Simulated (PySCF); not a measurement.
A survey of $^{19}$F NMR shifts

Isolated molecule, no relativistic terms, a single conformation, one averaged value for each set of equivalent atoms. GIAO PBE0/pcSseg-1 shieldings; GFN2-xTB structure; PySCF 2.14.

Shieldings were converted by a linear fit to measured shifts: $^{19}$F (scatter 6.0 ppm rms, 7.0 ppm with the 5 outliers that the fit left out vs CFCl3, solution or neat liquid, with a term for F on sp3 carbon). Occasional misses reach two or three times the rms, and more in compound classes unlike the fitted ones.

Problem. Give the $^{19}$F shifts of `FC(F)=C(F)c1ccco1`, `CNC(=O)/C=C/OC(F)(F)F`, `CCP(CC)CC(F)(F)F`, `C=CC1=C(C(F)(F)F)P1C`, `Cp1cccc1C(F)(F)F`.

Solution. 
```csv
compound,environment,δ (ppm)
[F:1][C:2]([F:3])=[C:4]([F:5])[c:6]1[cH:7][cH:8][cH:9][o:10]1,F3: vinylic fluorine,-101.2
[F:1][C:2]([F:3])=[C:4]([F:5])[c:6]1[cH:7][cH:8][cH:9][o:10]1,F1: vinylic fluorine,-112.1
[F:1][C:2]([F:3])=[C:4]([F:5])[c:6]1[cH:7][cH:8][cH:9][o:10]1,F5: vinylic fluorine,-197.8
CNC(=O)/C=C/OC(F)(F)F,fluorine of an OCF3 group (×3),-60.5
CCP(CC)CC(F)(F)F,fluorine of a CF3 group (×3),-61.9
C=CC1=C(C(F)(F)F)P1C,fluorine of a CF3 group (×3),-58.2
Cp1cccc1C(F)(F)F,fluorine of a CF3 group (×3),-58.8
```

Problem. Order these by $^{19}$F shift, lowest first.
A. CS(=O)(=O)COC(F)F
B. C=CC/P=C(/C)F
C. Fc1cn2ccccc2n1
D. CC(=O)c1cc(C)cpc1F
E. C=C[Si@@H](OC[SiH3])C(F)(F)F

Solution. C (-126.6 ppm, aryl fluorine), D (-89.2 ppm, aryl fluorine), A (-79.7 ppm, fluorine of a CF2 group), E (-64.8 ppm, fluorine of a CF3 group), B (-14.9 ppm, fluorine bonded to C).
